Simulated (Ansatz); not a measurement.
C7H9O (SMILES Cc1ccc([OH2+])cc1), charge +1, singlet, geometry from GFN2-xTB; Ansatz (an electronic-structure program) with PBE0/STO-3G.

The Ansatz input:
Ansatz 0.2 input:
```yaml
crystal:
  periodic: [false, false, false]
  atoms:
    - {symbol: C, position_ang: [2.87951788, 0.20566659, 0.42166366]}
    - {symbol: C, position_ang: [1.40826357, 0.10095801, 0.21597349]}
    - {symbol: C, position_ang: [0.71987839, 1.09958188, -0.47152699]}
    - {symbol: C, position_ang: [-0.64445072, 1.01104217, -0.68628767]}
    - {symbol: C, position_ang: [-1.30523065, -0.09810312, -0.20179620]}
    - {symbol: O, position_ang: [-2.75355612, -0.22906971, -0.47044933]}
    - {symbol: C, position_ang: [-0.66932931, -1.10929232, 0.48541880]}
    - {symbol: C, position_ang: [0.69632597, -0.99914869, 0.68833419]}
    - {symbol: H, position_ang: [3.21187229, -0.43385518, 1.23387831]}
    - {symbol: H, position_ang: [3.17135935, 1.23172760, 0.63031576]}
    - {symbol: H, position_ang: [3.39733766, -0.10458254, -0.48607370]}
    - {symbol: H, position_ang: [1.25611675, 1.95835130, -0.84314072]}
    - {symbol: H, position_ang: [-1.16763125, 1.78695379, -1.22369178]}
    - {symbol: H, position_ang: [-3.16875779, 0.65590003, -0.55414266]}
    - {symbol: H, position_ang: [-3.18240640, -0.77713632, 0.22116556]}
    - {symbol: H, position_ang: [-1.21094853, -1.96791192, 0.85156121]}
    - {symbol: H, position_ang: [1.21165585, -1.78111609, 1.22304716]}
basis:
  gaussian:
    orbitals: STO-3G
hamiltonian:
  xc: pbe0
total_charge: 1
```

Output, abridged:

```
Functional definition: PBE0
697 factors; integrals over basis functions are off by at most 4.3e-5 eV
mean field evaluation 1: about -9317.1095 eV, gradient 1.9e1 eV
mean field evaluation 2: about -9317.1249 eV, gradient 2.1e1 eV
mean field evaluation 4: about -9318.5552 eV, gradient 1.5e0 eV
mean field evaluation 8: about -9318.4584 eV, gradient 5.8e-2 eV
mean field evaluation 16: about -9318.4584 eV, gradient 5.9e-5 eV
mean field -9318.45842020 eV, -342.4470306643 hartree, gradient 5.9e-5 eV, S^2 0.000000; 0 other end points of the search recorded, 0 dependent functions left out
reference -9318.45844365 eV, -342.4470315261 hartree; 29, 29 occupied and 20, 20 virtual orbitals, 697 factors
Total energy: -9318.45844365 eV, -342.4470315261 hartree
```
